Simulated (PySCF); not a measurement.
A structure optimised at B3LYP-D3(BJ)/def2-SVP, used in a PySCF frequency run:

```
N
H 1 1.0167
C 1 1.4691 2 117.96
H 3 1.1069 1 113.02 2 68.62
H 3 1.1084 4 107.17 1 126.75
Ge 1 1.8521 2 129.58 3 -155.60
O 6 1.8017 1 114.44 2 56.26
H 7 0.9661 6 112.79 1 -106.98
H 6 1.5509 7 105.97 8 18.54
Si 3 1.9306 4 112.78 5 122.47
H 10 1.4907 3 115.86 4 -115.24
H 10 1.4919 11 109.20 3 -131.21
```
Charge 0, spin multiplicity 1.

### Question
Write its SMILES and formula.

### Answer
[OH][Ge@@H]1[NH]C[SiH2]1, CH₇GeNOSi

### Question
What are its rotational constants (standard atomic weights)?

### Answer
4.4233, 1.9939, 1.6868 GHz
